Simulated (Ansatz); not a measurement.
```xyz
12

B    -1.274   -1.421    0.704
B     0.141   -0.643    0.976
C     0.849    0.481    0.146
C     0.133    0.929   -1.104
Cl    1.024    2.215   -1.974
H    -2.314   -1.033    1.162
H    -1.329   -2.449    0.086
H     0.726   -0.993    1.973
H     1.862    0.131   -0.094
H     1.018    1.333    0.818
H     0.014    0.110   -1.814
H    -0.850    1.341   -0.879
```

Total charge 0; spin multiplicity 1.

**Question.** List the PBE/def2-TZVPP orbital energies in eV (Ansatz). (Best estimate.)

**Answer.** The calculation gave: Occupied: -2738.68, -270.54, -269.13, -249.23, -190.00, -189.72, -189.72, -177.08, -177.00, -21.35, -18.51, -15.47, -13.20, -11.84, -11.29, -10.69, -9.88, -9.36, -8.58, -8.36, -7.09, -6.95, -6.95. Lowest empty: -2.87, -2.39, -0.22, 0.56, 1.05, 1.44, 1.65, 2.21.
